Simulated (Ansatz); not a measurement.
C6H19GeN3⁻, that is GeH(NMe2)3 with one electron more, relaxed as a doublet with UKS PBE-D4/def2-SVP in Ansatz, starting from the PBE-D4/def2-SVP geometry of the neutral singlet. Force threshold 0.03 eV/Å.

The highest occupied level of the relaxed charge -1 doublet lies above zero (up to 1.66 eV). By energy differences it is unbound by 1.08 eV (each at its own geometry, against the charge 0 singlet, at PBE0-D4/def2-TZVP) and held by the finite basis.

Start:

| atom | x (Å) | y (Å) | z (Å) |
| --- | --- | --- | --- |
| Ge1 | -0.5372 | 0.3459 | 0.4178 |
| H2 | -1.7441 | 1.0959 | 1.0575 |
| N3 | 0.3242 | 1.5979 | -0.6465 |
| C4 | 1.4483 | 1.1850 | -1.4611 |
| C5 | -0.4001 | 2.7386 | -1.1616 |
| H6 | 1.1572 | 0.8903 | -2.5023 |
| H7 | 1.9629 | 0.3200 | -0.9954 |
| H8 | 2.1969 | 2.0073 | -1.5562 |
| H9 | -1.2522 | 2.9935 | -0.4983 |
| H10 | 0.2575 | 3.6391 | -1.2152 |
| H11 | -0.8118 | 2.5802 | -2.1921 |
| N12 | -1.2513 | -1.1728 | -0.3734 |
| C13 | -0.3842 | -2.0678 | -1.1115 |
| C14 | -2.6300 | -1.1821 | -0.8104 |
| H15 | -0.7268 | -3.1257 | -1.0152 |
| H16 | 0.6494 | -2.0154 | -0.7132 |
| H17 | -0.3410 | -1.8400 | -2.2077 |
| H18 | -3.2356 | -0.4714 | -0.2110 |
| H19 | -2.7603 | -0.9078 | -1.8896 |
| H20 | -3.0840 | -2.1938 | -0.6807 |
| N21 | 0.8116 | -0.3187 | 1.4896 |
| C22 | 0.5985 | -1.5244 | 2.2637 |
| C23 | 1.8172 | 0.5703 | 2.0339 |
| H24 | 1.5165 | -2.1592 | 2.2802 |
| H25 | -0.2220 | -2.1222 | 1.8196 |
| H26 | 0.3324 | -1.3142 | 3.3313 |
| H27 | 1.8777 | 1.4942 | 1.4252 |
| H28 | 1.6063 | 0.8689 | 3.0927 |
| H29 | 2.8240 | 0.0885 | 2.0301 |

| step | energy (eV) | largest force component (eV/Å) | SCF passes |
| --- | --- | --- | --- |
| 1 | -67480.3915 | 0.610 | 24 |
| 2 | -67480.4745 | 0.391 | 28 |
| 3 | -67480.5785 | 0.709 | 31 |
| 4 | -67480.8458 | 1.555 | 28 |
| 5 | -67481.1173 | 1.229 | 27 |
| 6 | -67481.3997 | 0.619 | 24 |
| 7 | -67481.4880 | 0.452 | 24 |
| 8 | -67481.5695 | 0.243 | 21 |
| 9 | -67481.6223 | 0.315 | 25 |
| 10 | -67481.6543 | 0.212 | 24 |
| 11 | -67481.6717 | 0.132 | 21 |
| 12 | -67481.6802 | 0.074 | 21 |
| 13 | -67481.6833 | 0.088 | 21 |
| 14 | -67481.6853 | 0.028 | 21 |

Force components are those of the run's own axes.

End:

```tsv
atom	x (Å)	y (Å)	z (Å)
Ge1	-0.363	0.190	-0.174
H2	-1.634	0.975	0.440
N3	0.668	1.973	-0.563
C4	1.829	1.801	-1.394
C5	-0.172	3.029	-1.052
H6	1.602	1.588	-2.481
H7	2.446	0.951	-1.027
H8	2.485	2.713	-1.392
H9	-1.102	3.093	-0.446
H10	0.335	4.031	-0.995
H11	-0.492	2.922	-2.133
N12	-1.394	-1.632	-0.205
C13	-0.718	-2.668	-0.940
C14	-2.765	-1.512	-0.611
H15	-1.165	-3.680	-0.745
H16	0.353	-2.716	-0.645
H17	-0.738	-2.535	-2.062
H18	-3.247	-0.655	-0.092
H19	-2.921	-1.352	-1.722
H20	-3.361	-2.433	-0.362
N21	0.760	-0.305	1.319
C22	0.527	-1.476	2.112
C23	1.721	0.586	1.898
H24	1.423	-2.158	2.172
H25	-0.330	-2.043	1.694
H26	0.280	-1.218	3.183
H27	1.738	1.537	1.326
H28	1.473	0.836	2.971
H29	2.764	0.158	1.929
```

By distances, no bond broke or formed. The bond that changes most is Ge1–N3, from 1.86 to 2.10 Å (atoms count from 1).

No frequencies were taken in this run, so the end may be a saddle point.

It took 43 s on 2 threads of AMD EPYC 7R13 on a shared host and a share (18 GiB) of an NVIDIA H100 80GB HBM3, peak host memory 0.9 GiB.
